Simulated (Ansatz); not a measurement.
System: CsBr, charge -1, multiplicity 2. SMILES of the parent species: [Br][Cs]
Structure (B3LYP-D3(BJ)/def2-TZVP (Ansatz, a program for electronic structure) minimum search):
```xyz
2

Cs     0.0000     0.0000    -1.2930
Br     0.0000     0.0000     2.0319
```
Charge -1, spin multiplicity 2.

Parts of the frozen-core correlation energy in def2-SVP (Ansatz, hartree). Frozen orbitals: 18; correlated occupied orbitals by spin: 5 and 4; virtual: 33 and 34. UHF or UKS for open shells. Spin-orbit coupling is left out. In def2 rows, elements after Kr have scalar-relativistic effective core potentials.

```tsv
term	value
reference (HF)	-2592.06323
MP2 opposite-spin	-0.09042
MP2 same-spin	-0.03374
CCSD correlation	-0.13476
(T)	-0.00202
CCSDT minus CCSD(T)	-0.00017
T1 diagnostic	0.007
largest doubles amplitude	0.039
<S^2> of the reference	0.750
```
